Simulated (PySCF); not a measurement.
## P²⁺ (phosphorus, charge +2) across methods

[Ne] 3s1 3p1 3d1, one real determinant (an excited configuration). Calculation: PySCF 2.14, in dyall-av2z (13s9p2d, 50 functions); no relativity, point nucleus.

| method | E (hartree) | mean ε 3s α (eV) | mean ε 3p α (eV) | mean ε 3d α (eV) | Σ⟨r²⟩ (bohr²) | ⟨S²⟩ |
| --- | --- | --- | --- | --- | --- | --- |
| wB97X-V | -339.3161 | -41.949 | -31.840 | -16.528 | 18.52 | 3.750 |
| B3LYP | -339.3929 | -39.102 | -29.090 | -14.503 | 18.53 | 3.750 |
| PBE | -339.2310 | -37.778 | -27.998 | -14.144 | 18.35 | 3.750 |
| PW91 | -339.3717 | -37.850 | -28.065 | -14.164 | 18.32 | 3.750 |
| UHF | -338.88229 | -44.301 | -33.605 | -16.032 | 19.21 | 3.750 |
| PBEsol | -338.6504 | -37.744 | -27.914 | -14.005 | 18.38 | 3.750 |
| r2SCAN | -339.3604 | -38.281 | -28.387 | -14.103 | 18.42 | 3.750 |
| PBE0 | -339.2510 | -39.535 | -29.496 | -14.731 | 18.50 | 3.750 |
| LDA | -338.1065 | -37.880 | -27.964 | -13.920 | 18.49 | 3.750 |

⟨L²⟩ = 8.00 against 12 for a pure F term, so this real determinant mixes terms. The outer electron is Rydberg-like, and this basis confines it to a smaller radius and binds it less than a complete one would.
